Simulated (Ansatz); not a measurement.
Species: sum formula BN₂H₅Cl, charge 1, multiplicity 1. It need not be the lowest isomer of its formula. 
Geometry from a B3LYP-D3(BJ)/def2-TZVP (Ansatz, an electronic-structure program) optimisation:
```
B
N 1 1.3668
H 2 1.0090 1 126.20
H 2 1.0109 3 112.88 1 180.00
N 1 1.5709 2 118.37 3 0.00
H 5 1.0222 1 114.56 2 0.00
H 5 1.0247 6 107.70 1 123.07
H 5 1.0247 6 107.70 7 113.87
Cl 1 1.7309 2 127.44 3 180.00
```
Charge +1, spin multiplicity 1.

Total electronic energies in hartree. Cores are frozen in the correlated levels unless marked. Spin-orbit coupling is left out. Non-relativistic. CBS(X,Y): correlation extrapolated as X^-3; Hartree-Fock from the larger set. [CCSD(T)-MP2]/basis is that difference in the basis named.

| level | program | energy (Eh) |
|---|---|---|
| HF/cc-pV(D+d)Z | Ansatz | -595.90898 |
| B97M-V/def2-TZVPD | Ansatz | -597.37620 |
| B2PLYP/def2-TZVPD | Ansatz | [?] |
| RI-MP2/CBS(cc-pV(T+d)Z,cc-pV(Q+d)Z) | Ansatz | -596.7846 |
| SCS-MP2/cc-pwCVTZ | Ansatz | -596.68509 |
| CCSD(T)/cc-pV(D+d)Z | Ansatz | -596.52937 |
| CCSD(T)/cc-pV(T+d)Z | Ansatz | -596.74465 |
| CCSD(T) with core electrons (1s frozen past Ne)/cc-pwCVTZ | Ansatz | -597.17765 |
| RI-MP2/CBS(cc-pV(T+d)Z,cc-pV(Q+d)Z)+[CCSD(T)-MP2]/cc-pV(T+d)Z | Ansatz | -596.8508 |

**Question.** Complete the blanks.

**Answer.** 
- B2PLYP/def2-TZVPD, energy (Eh): -597.25751
